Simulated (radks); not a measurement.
Values are calculated unless marked as measured or tabulated.
Fractional charge and spin in the 6s shell of praseodymium: the spin-up occupation runs from 0 to 1 and the spin-down occupation from 0 to 1; the fullest corner is Pr, [Xe] 4f(up 1.5, down 1.5) 6s(up 1, down 1). Level of theory: scalar-relativistic Kohn-Sham, r2SCAN, spin-polarised, spherical densities, finite nucleus; meta-GGA in the generalised Kohn-Sham scheme; Fermi nuclear charge, rms radius of each element as measured or else 0.836 A^(1/3) + 0.57 fm (a radial shooting solver on a logarithmic mesh with Libxc functionals). Energy (eV) above the fullest corner. The planes named below are the two flat planes that join the four corners, with an edge along up + down = one added electron.

\begin{tabular}{lrrrrr}
down \ up & 0 & 0.25 & 0.5 & 0.75 & 1 \\ \hline
0 & 15.816 & 12.857 & 10.093 & 7.569 & 5.312 \\
0.25 & 12.857 & 10.231 & 7.802 & 5.608 & 3.672 \\
0.5 & 10.093 & 7.802 & 5.706 & 3.841 & 2.226 \\
0.75 & 7.569 & 5.608 & 3.841 & 2.299 & 0.998 \\
1 & 5.312 & 3.672 & 2.226 & 0.998 & 0.000 \\
\end{tabular}

Corners above the fullest one (they belong to Pr+ and the next ion): (up 1, down 0) 5.312 eV, (up 0, down 1) 5.312 eV, (up 0, down 0) 15.816 eV. With half an added electron in each spin the energy lies 0.394 eV from the planes, and with half an added electron in spin up alone -0.471 eV. The planes are only a guide here: the flat-plane condition holds for ground states with one frontier orbital, while this shell lies below other occupied shells, so the corners above the fullest one are inner-hole states and not the ground states of those ions.
